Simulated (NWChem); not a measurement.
**Lowest excitation of H₃FTi**

```
Ti
F 1 1.7238
H 1 1.6866 2 109.51
H 1 1.6866 3 109.44 2 120.04
H 1 1.6866 3 109.44 4 119.91
```
Charge 0, spin multiplicity 1.

Everything below was run with NWChem. The geometry was optimised at B3LYP/def2-SVP, a minimum by its harmonic frequencies.

Basis set: def2-SVPD.

```
method        lowest vertical singlet excitation energy (eV)  relative cost  difference from EOM-CCSD
------------  ----------------------------------------------  -------------  ------------------------
CIS                                                     4.03        under 3                     +0.67
TD-BHandHLYP                                            3.52        under 3                     +0.17
TD-B3LYP                                                3.35        under 3                     -0.01
TD-PBE                                                  3.24              1                     -0.12
EOM-CCSD                                                3.35        under 3                      0.00
```

The values span 0.79 eV, from TD-PBE (lowest) to CIS (highest). The cost column gives rough processor time relative to TD-PBE; each entry includes its own SCF.

The correlated methods keep 6 core orbitals frozen. B3LYP has NWChem's definition, with VWN1-RPA local correlation. The structure started from a generated list of species. Differences from the coupled-cluster row are differences between methods, not errors against experiment.
